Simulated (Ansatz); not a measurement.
A structure drawn as `CB(Cl)[SeH]`, with this starting geometry:

```xyz
8

C     0.164   -0.313    0.960
B     0.343    0.287   -0.442
Cl    1.918    0.022   -1.302
Se   -1.040    1.319   -1.346
H     0.232   -1.397    0.979
H     0.885    0.104    1.720
H    -0.865   -0.058    1.375
H    -1.638    0.036   -1.945
```

Total charge 0; spin multiplicity 1.

**Question.** Relax it with Ansatz at PBE-D4/def2-SVP and then PBE0-D4/def2-TZVP. Is the drawn bonding still there?

**Answer.** Yes, every drawn bond is still there and no new one forms.

**Question.** Give the relaxed structure. (Estimate.)

**Answer.** Ansatz gave: 
Z-matrix (Å, degrees):
```
C
B 1 1.556
H 1 1.095 2 109.5
H 1 1.095 2 109.6 3 115.8
H 1 1.090 2 114.3 3 -122.0
Cl 2 1.762 1 119.5 3 -58.9
Se 2 1.930 1 125.5 3 121.0
H 7 1.469 2 95.5 1 0.1
```
All modes are real.

Atoms count as bonded under 1.1 times the sum of their covalent radii (H–H under 0.85 Å, pairs among N, O and F under 1.55 Å), and a drawn bond as lost past 1.3 times.
